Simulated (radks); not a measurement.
The nuclear charge of neutral calcium is varied continuously with 20 electrons held in [Ar] 4s2. Calculated with a radial shooting solver on a logarithmic mesh with Libxc functionals: Dirac Kohn-Sham, PBE, spin-unpolarised, spherical densities, point nucleus. By the Hellmann-Feynman theorem dE/dZ = E(electron-nucleus)/Z, the electronic potential at the nucleus.

| Z | E (hartree) | E(electron-nucleus)/Z (hartree) | HOMO | e(HOMO) (eV) | <r> HOMO (bohr) |
|---|---|---|---|---|---|
| 19.8 | -664.26842 | -79.7853 | 4s1/2 | -2.576 | 4.292 |
| 19.9 | -672.27301 | -80.3064 | 4s1/2 | -3.156 | 4.149 |
| 20 | -680.32968 | -80.8270 | 4s1/2 | -3.766 | 4.020 |
| 20.1 | -688.43840 | -81.3473 | 4s1/2 | -4.405 | 3.902 |
| 20.2 | -696.59913 | -81.8672 | 4s1/2 | -5.071 | 3.794 |
| 20.3 | -704.81184 | -82.3869 | 4s1/2 | -5.764 | 3.695 |
| 20.4 | -713.07651 | -82.9064 | 4s1/2 | -6.482 | 3.602 |
| 20.5 | -721.39311 | -83.4257 | 4s1/2 | -7.226 | 3.517 |
| 20.6 | -729.76164 | -83.9448 | 4s1/2 | -7.994 | 3.436 |
| 20.7 | -738.18207 | -84.4638 | 4s1/2 | -8.787 | 3.361 |
| 20.8 | -746.65439 | -84.9827 | 4s1/2 | -9.603 | 3.290 |
| 20.9 | -755.17860 | -85.5014 | 4s1/2 | -10.442 | 3.223 |
| 21 | -763.75467 | -86.0201 | 4s1/2 | -11.304 | 3.160 |

The central difference of E at Z = 20 is -80.827 hartree, to compare with the third column; the second derivative is -5.2 hartree.
